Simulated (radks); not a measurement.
Charge is removed step by step from the 4p (averaged over the sub-levels emptied) level of neutral rhodium, starting from [Kr] 4d8 5s1. Method: Dirac Kohn-Sham, PBE, spin-unpolarised, spherical densities, finite nucleus; open shells are shared between the two j in proportion to 2j + 1; Fermi nuclear charge, rms radius 4.4945 fm; computed with a radial shooting solver on a logarithmic mesh with Libxc functionals.

| removed (e) | E - E(0) (eV) | eigenvalue (eV) | E minus straight line (eV) |
|---|---|---|---|
| 0 | 0.000 | -50.478 | 0.000 |
| 0.125 | 6.400 | -51.937 | -0.690 |
| 0.25 | 12.987 | -53.448 | -1.194 |
| 0.375 | 19.764 | -55.007 | -1.506 |
| 0.5 | 26.740 | -56.610 | -1.620 |
| 0.625 | 33.919 | -58.254 | -1.532 |
| 0.75 | 41.305 | -59.937 | -1.235 |
| 0.875 | 48.904 | -61.656 | -0.726 |
| 1 | 56.721 | -63.409 | 0.000 |

Removing the whole electron costs 56.721 eV by Delta-SCF, against 50.478 eV from minus the eigenvalue at the starting occupation. Slater's transition state (half an electron removed) gives 56.610 eV. Integrating minus the eigenvalue over the occupation (Janak's theorem) gives 56.721 eV. The mean slope of the eigenvalue, de/dn, is 12.9 eV per electron.
